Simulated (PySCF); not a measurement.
Compound: C3H6O2Si.
Atom-mapped SMILES: `[CH:1]1=[CH:2][O:3][SiH2:4][O:5][CH2:6]1` (hydrogens: H7 on C1; H8 on C2; H9, H10 on Si4; H11, H12 on C6)

Geometry (PBE0-D3(BJ)/def2-SVP, Å), atoms numbered from 1 in this order:
```
atom  x, y, z in Å
C1    -1.793   -0.549   -0.121
C2    -1.617    0.758    0.114
O3    -0.437    1.362    0.404
Si4    0.981    0.463    0.285
O5     0.521   -1.120    0.411
C6    -0.718   -1.594   -0.070
H7    -2.805   -0.890   -0.353
H8    -2.454    1.463    0.088
H9     1.874    0.807    1.417
H10    1.616    0.767   -1.027
H11   -1.036   -2.417    0.594
H12   -0.580   -2.047   -1.072
```

Theory: PySCF, PBE0-D3(BJ)/def2-SVP geometry optimisation, gas phase.

Take the most abundant isotopes and a rigid rotor. The values belong to one conformer with, in the numbering `[CH:1]1=[CH:2][O:3][SiH2:4][O:5][CH2:6]1`, C1–C2–O3–Si4 8°, C2–O3–Si4–O5 -22°, O3–Si4–O5–C6 33°, Si4–O5–C6–C1 -26°.

(1) Give the principal moments of inertia and the rotational constants in MHz.

(2) Classify the top.

(3) What does the inertial defect say?

(4) Give the other two planar moments, Paa and Pbb, and the rms extents of the mass along the axes.

(5) Which types of transition are allowed, and where do some lines up to J = 4 fall?

Answers

(1) Ia = 112.47, Ib = 139.83, Ic = 240.27 u·Å²; 505379 MHz·u·Å²/I gives A = 4493, B = 3614, C = 2103 MHz.

(2) An asymmetric top: κ = (2 × 3614 − 4493 − 2103)/(4493 − 2103) = 0.26.

(3) Not planar: Δ = Ic − Ia − Ib = -12.04 u·Å². For a rigid frame Δ = −2 Σ m c², so Σ m c² = 6.02 u·Å² lies off the ab plane: 4.65 from hydrogen and 1.37 from heavier atoms. The atom farthest from that plane is 1.50 Å away.

(4) Paa = Σ m a² = (Ib + Ic − Ia)/2 = 133.81 and Pbb = Σ m b² = (Ia + Ic − Ib)/2 = 106.46 u·Å². With the mass M = 102.01 u, the rms extents √(P/M) along a, b and c are 1.15, 1.02, 0.24 Å.

(5) The dipole components are |μa| = 0.91 D, |μb| = 0.14 D, |μc| = 0.51 D. The squared components, which scale the intensities, stand as 1.00 : 0.02 : 0.32 (a : b : c). Some of the stronger lines:

```tsv
type	branch	J(Ka,Kc)	MHz	lower level (cm⁻¹)
a	Q	3(3,0) ← 3(3,1)	433	1.651
c	Q	1(1,1) ← 1(0,1)	879	0.191
a	Q	2(2,0) ← 2(2,1)	918	0.790
a	Q	1(1,0) ← 1(1,1)	1511	0.220
a	Q	3(1,2) ← 3(1,3)	8633	1.032
a	R	2(1,2) ← 1(1,1)	9925	0.220
a	R	2(0,2) ← 1(0,1)	10517	0.191
a	R	3(1,3) ← 2(1,2)	14413	0.551
a	R	3(0,3) ← 2(0,2)	14638	0.542
c	R	2(1,1) ← 1(0,1)	15336	0.191
c	R	2(2,1) ← 1(1,1)	17094	0.220
a	R	3(1,2) ← 2(1,1)	18513	0.702
a	R	4(0,4) ← 3(0,3)	18757	1.030
c	R	3(1,2) ← 2(0,2)	23333	0.542
a	R	4(2,2) ← 3(2,1)	26032	1.477
c	R	4(4,1) ← 3(3,1)	34622	1.651
```

Not checked by PBE0-D3(BJ)/def2-SVP frequencies. Constants of a rigid frame at the computed geometry: no zero-point averaging, no centrifugal distortion.
